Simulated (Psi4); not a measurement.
Interaction energy of CH3Li ··· H3N (SMILES [Li][CH3] and N). Monomers: optimised at B3LYP-D3(BJ) (def2-TZVP), held rigid. Orientation: a higher rigid-body minimum at GFN2-xTB (searched outside a hard wall at short contacts). R is the distance of the centres of mass, along which the second monomer moves. The shortest distances reach bonding range, where SAPT0 and rigid monomers are unreliable.

Geometry at R = 3.34 Å (first 5 atoms: monomer A):
```
9

Li    -1.2784    -0.7627    -1.0638
C      0.0979     0.0584     0.0816
H      0.6732    -0.6838     0.6501
H     -0.3253     0.7486     0.8229
H      0.8326     0.6395    -0.4908
N     -2.7701     0.0727    -2.3895
H     -3.6918     0.2359    -2.0006
H     -2.3108     0.9730    -2.4657
H     -2.8980    -0.2815    -3.3306
```

- PBE0-D3(BJ)/def2-TZVP, counterpoise-corrected (Psi4)
- wB97X-D/def2-TZVP, counterpoise-corrected (Psi4)

Interaction energies in kcal/mol:

```tsv
R / Å	PBE0-D3(BJ)/def2-TZVP
2.96	-17.16
3.14	-20.13
3.34	-19.81
3.58	-17.46
3.73	-15.68
4.03	-12.28
4.30	-9.71
4.83	-6.12
5.58	-3.36
6.54	-1.75
7.84	-0.86
```

Question: Estimate the wB97X-D/def2-TZVP values at these points.

Answer: 2.96: -15.45; 3.14: -18.72; 3.34: -18.80; 3.58: -16.97; 3.73: -15.45; 4.03: -12.29; 4.30: -9.75; 4.83: -6.12; 5.58: -3.36; 6.54: -1.77; 7.84: -0.88 (kcal/mol).
